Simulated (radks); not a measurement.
Question: These are the eigenvalues of the occupied orbitals of an atom or ion with whole-number occupations (hartree). All-electron calculation, non-relativistic Kohn-Sham, LDA (Slater exchange, Perdew-Wang correlation), spin-unpolarised, spherical densities, point nucleus. Program: a radial shooting solver on a logarithmic mesh with Libxc functionals.

1s: -1956.579
2s: -441.4692
2p: -431.3038

Which element is it, and in what charge state? The configuration may be excited.

Answer: Z = 65, terbium, charge +56: Tb56+ in [He] 2s2 2p5. The list shows which subshells hold electrons but not how many an open one holds; the 1s level, -1956.6 hartree, gives Z - s = 62.6 by -(Z - s)^2/2, which with screening narrows Z to a few neighbours, and the depths of the outer levels then fix element, charge and occupations together.
